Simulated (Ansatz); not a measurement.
One arrangement of a pair

The pair of Br⁻ (SMILES [Br-], atom 1) and CH4S (SMILES CS, atoms 2–7), both closed shells, in one local arrangement (a lower one may exist), relaxed at PBE0-D4/def2-TZVPD:

```xyz
7
angstrom
Br -0.0926 -0.1368 -2.9154
C 0.3795 0.1684 0.7900
S -1.2928 -0.4619 0.4998
H 0.8428 0.3010 -0.1906
H 0.9641 -0.5418 1.3773
H 0.3471 1.1269 1.3111
H -1.1483 -0.4558 -0.8723
```

Computed with Ansatz 0.2.0 (basis: def2-TZVPPD, with def2-QZVPPD for the basis limit); correlated methods freeze the cores. Filled d shells of the heavier atoms are correlated. The def2 sets are not built for correlating such inner shells, so the correlated values are less sure here. B3LYP uses VWN-RPA correlation. Extrapolation: Hartree–Fock as exp(−7.88 √X), correlation as X^−2.97. Interaction energies count from these two fragments, frozen as in the pair, with the counterpoise correction; negative means bound.

(1) What is the interaction energy by CCSD(T) at an estimated basis limit (MP2 extrapolated from triple and quadruple zeta, plus CCSD(T) − MP2 in triple zeta)? (An estimate is asked for; the value comes from the calculation.)

(2) Which atoms make the shortest contact between the fragments?

The T1 diagnostic stays at or below 0.010.

## Answers

(1) The calculation gives: -13.00 kcal/mol. Hartree–Fock alone gives -6.46 kcal/mol at the basis limit. It counts from the two fragments frozen as in the pair.

The same quantity by other methods in triple zeta, and each one's difference from that estimate:
```
   method  E_int (kcal/mol)  difference
   PBE-D4            -14.91       -1.91
revPBE-D4            -14.06       -1.06
  BLYP-D4            -13.37       -0.37
r2SCAN-D4            -14.07       -1.07
   B97M-V            -13.11       -0.10
  PBE0-D4            -14.06       -1.05
 B3LYP-D4            -13.08       -0.07
 HSE06-D4            -14.11       -1.11
  wB97X-V            -12.42        0.58
  wB97M-V            -12.36        0.64
   B2PLYP            -11.47        1.54
       HF             -6.44        6.56
      MP2            -12.70        0.30
     CCSD            -10.65        2.35
  CCSD(T)            -11.61        1.39
```
Differences are method less estimate.

(2) Br1 and H7, 2.32 Å apart.

Energy to bend the free fragments (PBE0-D4 minima) into their shapes in the pair, CCSD(T)/def2-TZVPPD: CH4S 2.24 kcal/mol. This must be added to the interaction energy to get the binding energy from relaxed fragments.

Basis-set superposition shift (counterpoise-corrected less uncorrected): CCSD(T) 1.60; MP2 1.55; HF 0.11; PBE0-D4 0.14; wB97M-V 0.12 kcal/mol.

For scale, one of the runs: CCSD(T)/def2-TZVPPD, 213 basis functions, launched by `ansatz run in.yaml --threads 4 --pin off --events-out ev --progress --plain --max-ram 9574MiB`. Hardware: 4 CPU threads of an Intel Xeon 6975P-C, shared host. Wall time 20 s; peak host memory 3.2 GiB.
